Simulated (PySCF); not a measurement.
The vertical singlet excitations below were computed for one of the candidates. Level of theory: TDDFT CAM-B3LYP/def2-SVPD, vertical, gas phase, core orbitals frozen in the response in PySCF 2.14.0, density-fitted response routines. Geometries: PBE0-D3(BJ)/def2-SVP, one conformer each.

```
state  ν̃ (cm⁻¹)       f   main configurations (H = HOMO, L = LUMO)
   S1      41200  0.0031                     H→L (67%), H→L+1 (11%)
   S2      44050  0.0014                                H-1→L (59%)
   S3      47240  0.0019  H-2→L+2 (22%), H-2→L+1 (16%), H-2→L (10%)
   S4      51760   0.013         H→L+1 (45%), H→L (14%), H→L+3 (9%)
   S5      52590   0.026                   H→L+2 (46%), H→L+3 (14%)
   S6      53950   0.019       H→L+3 (36%), H→L+2 (18%), H-1→L (9%)
```

Task: Which structure fits?
A. `c1coc(-c2ccco2)c1`
B. `O=CC1=CC=C(C=O)C=C1`
C. `C(OC1SCCS1)(C)=O`

Result: C. Its S1, at 5.11 eV, is the highest among the candidates; the nearest of the others has S1 at 4.64 eV. S1 is HOMO→LUMO (67%), HOMO→LUMO+1 (11%). Löwdin shares by element: HOMO sulfur 73%, carbon 13% or more; LUMO sulfur 58%, carbon 13% or more (atoms not listed hold the other 29%). At the same level the other candidates give, for their lowest levels:
- `O=Cc1ccc(C=O)cc1`: 3.70 eV (f 0.000); 3.76 eV (f 0.000); 4.62 eV (f 0.035); 4.97 eV (f 0.432); 6.53 eV (f 0.291); HOMO -9.33, LUMO -1.86 eV
- `c1coc(-c2ccco2)c1`: 4.64 eV (f 0.586); 5.83 eV (f 0.000); 6.14 eV (f 0.000); 6.35 eV (f 0.024); 6.45 eV (f 0.008); T1 2.94 eV; HOMO -6.99, LUMO 0.17 eV
Triplets come from the Tamm–Dancoff approximation.
